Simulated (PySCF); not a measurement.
C2H10N2Si2, SMILES C(/[SiH2]N)(C)=N\[SiH3]. Geometry optimised at PBE-D3(BJ)/def2-SVP. The structure was generated by enumeration; whether it is a known compound was not checked. The values are those of a single conformer.

Computed equilibrium geometry at PBE-D3(BJ)/def2-SVP (PySCF confirms it by a frequency run) as a Z-matrix (one conformer of several):
```
C
N 1 1.2851
C 1 1.5098 2 126.49
H 3 1.1080 1 112.90 2 -2.21
H 3 1.1111 4 109.05 1 -122.17
H 3 1.1113 4 109.07 5 -115.28
Si 2 1.7633 1 133.78 3 -0.16
H 7 1.5024 2 106.45 1 -121.33
H 7 1.5027 8 109.19 2 114.48
H 7 1.5143 8 108.24 9 117.53
Si 1 1.9339 2 114.62 7 -179.33
N 11 1.7320 1 102.98 2 -12.07
H 12 1.0208 11 122.22 1 150.16
H 12 1.0311 13 112.15 11 133.29
H 11 1.5088 12 113.73 13 -91.47
H 11 1.5161 15 105.94 12 -129.71
```
Charge 0, spin multiplicity 1.
